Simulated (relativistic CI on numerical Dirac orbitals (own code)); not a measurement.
**Pt²⁺ (5d8) in a crystal field**

Calculated by Dirac-Coulomb-Breit CI, orbitals from a KLI potential per configuration, model QED (radiative potential, 1s self-energy scaled to tabulated hydrogen-like ionisation energies), one configuration in a parametric crystal field, unscaled Slater integrals (own radial code). With so little scaling, terms lie 10 to 35 % too far apart, which can change the order of excited levels.

Field parameters in Wybourne normalisation: D3d B²₀ = −7Dσ, B⁴₀ = −14Dq − 21Dτ, B⁴₃ = −14√(10/7) Dq. The field is a parameter set, without covalency.

S and J are read from ⟨S²⟩ = S(S + 1) and ⟨J²⟩ = J(J + 1) of each level; they are not fictitious spins.

D3d, 10Dq = 31700, Dσ = -1200, Dτ = 130 cm⁻¹, the lowest 10 levels:

| E (cm⁻¹) | Degeneracy | Irrep | S | J |
| --- | --- | --- | --- | --- |
| 0.0 | 1 | A1 | 1.00 | 3.52 |
| 43.1 | 2 | E | 1.00 | 3.50 |
| 12919 | 2 | E | 0.14 | 2.88 |
| 24408 | 1 | A1 | 0.19 | 3.28 |
| 30888 | 2 | E | 0.98 | 3.63 |
| 30931 | 2 | E | 0.98 | 3.69 |
| 31478 | 1 | A2 | 0.98 | 3.58 |
| 33267 | 1 | A1 | 0.97 | 2.99 |
| 33994 | 2 | E | 0.96 | 3.07 |
| 35867 | 1 | A2 | 1.00 | 3.02 |

D3d, 10Dq = 31700, Dσ = -980, Dτ = 130 cm⁻¹, the lowest 16 levels:

```csv
E (cm⁻¹),Degeneracy,Irrep,S,J
0.0,1,A1,1.00,3.52
34.5,2,E,1.00,3.50
12921,2,E,0.14,2.88
24421,1,A1,0.19,3.29
30909,2,E,0.98,3.68
30957,2,E,0.98,3.66
31433,1,A2,0.98,3.60
33378,1,A1,0.97,2.99
33869,2,E,0.96,3.06
35788,1,A2,1.00,3.01
42263,2,E,0.91,2.14
42750,1,A1,0.94,2.36
43006,2,E,0.97,2.47
43751,1,A2,0.98,2.36
44283,1,A1,0.93,2.88
44524,2,E,0.94,2.21
```

D3d, 10Dq = 31700, Dσ = -760, Dτ = 130 cm⁻¹, the lowest 10 levels:

```json
{"E (cm⁻¹)": "0.0", "Degeneracy": "1", "Irrep": "A1", "S": "1.00", "J": "3.52"}
{"E (cm⁻¹)": "26.2", "Degeneracy": "2", "Irrep": "E", "S": "1.00", "J": "3.50"}
{"E (cm⁻¹)": "12922", "Degeneracy": "2", "Irrep": "E", "S": "0.14", "J": "2.88"}
{"E (cm⁻¹)": "24430", "Degeneracy": "1", "Irrep": "A1", "S": "0.19", "J": "3.29"}
{"E (cm⁻¹)": "30908", "Degeneracy": "2", "Irrep": "E", "S": "0.98", "J": "3.71"}
{"E (cm⁻¹)": "30985", "Degeneracy": "2", "Irrep": "E", "S": "0.98", "J": "3.65"}
{"E (cm⁻¹)": "31371", "Degeneracy": "1", "Irrep": "A2", "S": "0.98", "J": "3.61"}
{"E (cm⁻¹)": "33488", "Degeneracy": "1", "Irrep": "A1", "S": "0.97", "J": "3.00"}
{"E (cm⁻¹)": "33756", "Degeneracy": "2", "Irrep": "E", "S": "0.96", "J": "3.05"}
{"E (cm⁻¹)": "35729", "Degeneracy": "1", "Irrep": "A2", "S": "1.00", "J": "3.00"}
```

The free-ion ground term has S = 1. Every field shown keeps that spin.

Levels of this model without a field, named by their leading LS term: ³F4 0, ¹D2 8253, ³F3 9059, ³P2 16616, ³P0 20351, ³P1 21963, ¹G4 24929, ¹D2 26445 cm⁻¹.
